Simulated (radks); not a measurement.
Values are calculated unless marked as measured or tabulated.
Problem. Al3+, 10 electrons, occupied as [Ne]. Level of theory: Dirac Kohn-Sham, PBE, spin-unpolarised, spherical densities, finite nucleus; Fermi nuclear charge, rms radius 3.061 fm (a radial shooting solver on a logarithmic mesh with Libxc functionals). Some entries of the table are withheld. Estimate them.

| orbital | occ. | eigenvalue (eV) | <r> (bohr) | <1/r> (bohr^-1) |
|---|---|---|---|---|
| 1s1/2 | 2 | -1546.665 | 0.1202 | 12.63 |
| 2s1/2 | 2 | -142.6348 | 0.6229 | 2.350 |
| 2p1/2 | 2 | -104.4267 | (1) | (2) |
| 2p3/2 | 4 | -103.9795 | (3) | (4) |

Solution. 
(1) 2p1/2 <r> (bohr): 0.5959
(2) 2p1/2 <1/r> (bohr^-1): 2.231
(3) 2p3/2 <r> (bohr): 0.5981
(4) 2p3/2 <1/r> (bohr^-1): 2.220
